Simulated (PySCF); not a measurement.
N⁺: ionisation energy

N⁺ [He] 2s2 2p2 (3P) → N²⁺ [He] 2s2 2p1 (2P), as a difference of total energies. All numbers are calculated (PySCF 2.14, no relativity, point nucleus, in cc-pVDZ). Correlated levels: valence: 1s2 frozen. The calculations carry no spin-orbit coupling.

| method | ionisation energy (eV) | difference from reference (eV) |
| --- | --- | --- |
| UHF | 29.247 | -0.354 |
| r2SCAN | 30.201 | +0.600 |
| PBE0 | 29.986 | +0.385 |
| MP2 (valence) | 29.469 | -0.132 |
| SCS-MP2 (valence) | 29.364 | -0.237 |
| CCSD (valence) | 29.287 | -0.314 |
| CCSD(T) (valence) | 29.292 | -0.309 |

Reference: 29.601 eV (semi-empirical (NIST evaluation); NIST Atomic Spectra Database, ionization energies).

Errors of the correlated levels include the incompleteness of this basis and the frozen core.
